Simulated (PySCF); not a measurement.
Molecule: `InChI=1S/C5H15ClSi2/c1-7(2,3)8(4,5)6/h1-5H3`.

Atom-mapped SMILES (the numbers label the heavy atoms): `[CH3:1][Si:2]([CH3:3])([CH3:4])[Si:5]([CH3:6])([CH3:7])[Cl:8]` (H(Xn): hydrogen on atom n).

Geometry PBE0-D3(BJ)/def2-SVP throughout; GIAO in PySCF 2.14.0 with density-fitted response routines, gas phase, one conformer, non-relativistic; equivalent atoms averaged; functional PBE0.

Problem. How do the absolute shieldings σ depend on the basis set? (ppm; last column core-seconds on shared hosts with different chips, so compare them loosely)

Solution. 
```
    basis set  functions  C6/C7  C1/C3/C4    Si5    Si2     Cl8  H(C6)/H(C7)  H(C1)/H(C3)/H(C4)  core-s
       STO-3G         67  232.8     234.4  482.6  529.5  1183.5        32.23              32.45     9.8
     pcSseg-0        114  190.7     196.9  301.7  374.9  1039.0        32.38              32.63      16
        6-31G        114  197.1     202.7  383.2  455.5  1023.8        32.28              32.48      20
       6-31G*        154  191.4     197.0  369.7  430.3   986.6        31.66              31.84      28
      cc-pVDZ        199  193.5     199.3  379.5  430.9   986.2        30.89              31.15      35
     def2-SVP        199  191.0     196.5  369.0  421.9   994.1        30.94              31.20      31
     pcSseg-1        232  181.9     187.8  317.0  371.0   963.7        30.88              31.13      42
6-311+G(2d,p)        330  183.6     189.4  313.8  363.4   943.8        31.12              31.35      87
```

Problem. Which nucleus moves most, in ppm?

Solution. Cl8 (chlorine bonded to Si): from 943.8 ppm with 6-311+G(2d,p) to 1183.5 ppm with STO-3G. The smallest spread is 1.50 ppm, at H(C6)/H(C7). Proton shifts span only some 12 ppm, so a few tenths of a ppm matter as much there as several ppm in carbon.

Problem. Taking the largest basis, 6-311+G(2d,p) (330 functions), as the yardstick, rank the others by their worst heavy-atom deviation.

Solution. pcSseg-1 20.0 ppm (232 functions), def2-SVP 58.6 ppm (199 functions), 6-31G* 67.0 ppm (154 functions), cc-pVDZ 67.6 ppm (199 functions), 6-31G 92.1 ppm (114 functions), pcSseg-0 95.2 ppm (114 functions), STO-3G 239.7 ppm (67 functions).

A small basis that lands close on one nucleus may do so by chance; judge by the trend and by all nuclei.
